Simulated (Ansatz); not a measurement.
Cartesian coordinates in Å:
```
C -0.247 0.777 -1.409
N -0.031 0.100 -0.181
Ta 0.234 -0.737 1.335
F -1.448 -1.212 2.029
F 1.136 0.442 2.490
F 1.274 -2.261 0.974
H 0.163 1.792 -1.372
H -1.316 0.851 -1.631
H 0.236 0.247 -2.236
```

Total charge 0; spin multiplicity 1. Ta takes the def2 core potential.

Task: List the CAM-B3LYP/def2-TZVPP orbital energies in eV (Ansatz 0.2.0). (Best estimate.)

Result: Ansatz gave: Occupied: -673.72, -673.72, -673.72, -391.37, -279.78, -78.44, -44.46, -44.46, -44.29, -34.11, -33.61, -33.61, -25.23, -19.38, -15.16, -15.16, -15.11, -14.68, -14.68, -14.47, -13.89, -13.89, -13.74, -13.74, -13.69, -13.31, -9.21, -9.21. Lowest empty: 0.16, 0.26, 0.26, 0.79, 1.88, 1.88, 2.54, 3.41.
